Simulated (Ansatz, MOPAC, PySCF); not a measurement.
Pair of molecules: NH3 (SMILES N) (first 4 atoms) with Si2H6 (SMILES [SiH3][SiH3]); geometry from B3LYP-D3(BJ)/def2-TZVP, rigid monomers moved along the line of their centres of mass till N1···Si5 is 5.56 Å.
(charge 0, multiplicity 1):
```xyz
12

N     -0.41247     0.18904     0.96085
H     -0.35981    -0.69423     0.46676
H     -1.36153     0.53396     0.87454
H      0.19811     0.84359     0.48555
Si     0.81326    -1.37243     6.15396
Si     0.93029     0.96188     6.31007
H      1.10156    -2.00265     7.47136
H      1.80868    -1.89962     5.19025
H     -0.54017    -1.81708     5.74342
H      1.26417     1.38591     7.69719
H     -0.36701     1.58990     5.96163
H      1.98302     1.50882     5.42052
```

Monomers are frozen at their geometry in the pair; levels with a basis set take the counterpoise correction. Rows marked so take none.

Correlated levels freeze the cores. Rows in 3-21G, 6-31G*, STO-3G carry no dispersion term and start afresh at each structure (6-31G* with six Cartesian d functions). MP2/6-31G* freezes PySCF's default core. The state that AM1, PM6 reach isn't checked.

Run with Ansatz (a program for electronic structure) with Gaussian orbitals; MOPAC for AM1, PM6 (differences of heats of formation); PySCF for 3-21G rows, 6-31G* rows, STO-3G rows, the dispersion terms. Values without a source in brackets are computed.

Other levels give for the interaction energy: PBE/def2-TZVPPD -13.8; B3LYP/def2-TZVPPD -10.0; B3LYP-D3(BJ)/def2-TZVPPD -17.5; wB97M-V/def2-TZVPPD -19.7; CCSD(T)/aug-cc-pV(D+d)Z -19.4 meV.

Common cheap choices:

| level | interaction energy (meV) |
|---|---|
| AM1 | -5.0 |
| PM6 | -4.0 |
| HF/STO-3G (no counterpoise) | -12.1 |
| HF/3-21G (no counterpoise) | -20.7 |
| HF/6-31G* | -18.0 |
| HF/6-31G* (no counterpoise) | -21.6 |
| M06-2X/6-31G* (no counterpoise) | -19.5 |
| MP2/6-31G* (no counterpoise) | -22.3 |
